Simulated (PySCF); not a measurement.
C3H10OSi2, SMILES [SiH3]C(C[SiH2]O)=C. Geometry: PBE-D3(BJ)/def2-SVP. This is a generated structure with no PubChem entry under its InChIKey; it may be hypothetical. One conformer was computed; it need not be the lowest.

Computed equilibrium geometry at PBE-D3(BJ)/def2-SVP (PySCF confirms it by a frequency run) as bond lengths and angles (one conformer of several):
Atoms: C1 C2 Si3 C4 Si5 O6 H7 H8 H9 H10 H11 H12 H13 H14 H15 H16. Bonded distances (Å): C1–C2 1.355, C1–H7 1.106, C1–H8 1.102, C2–Si3 1.891, C2–C4 1.510, Si3–H9 1.506, Si3–H10 1.508, Si3–H11 1.504, C4–Si5 1.907, C4–H12 1.111, C4–H13 1.112, Si5–O6 1.686, Si5–H14 1.498, Si5–H15 1.509, O6–H16 0.972. Angles (°): C2–C1–H7 121.6, C2–C1–H8 121.9, H7–C1–H8 116.5, C1–C2–Si3 119.6, C1–C2–C4 122.4, Si3–C2–C4 118.0, C2–Si3–H9 111.0, C2–Si3–H10 109.8, C2–Si3–H11 109.9, H9–Si3–H10 107.1, H9–Si3–H11 109.5, H10–Si3–H11 109.5, C2–C4–Si5 108.4, C2–C4–H12 112.6, C2–C4–H13 111.5, Si5–C4–H12 108.6, Si5–C4–H13 108.2, H12–C4–H13 107.3, C4–Si5–O6 113.2, C4–Si5–H14 109.6, C4–Si5–H15 106.9, O6–Si5–H14 105.2, O6–Si5–H15 111.7, H14–Si5–H15 110.2, Si5–O6–H16 115.3.
Charge 0, spin multiplicity 1.
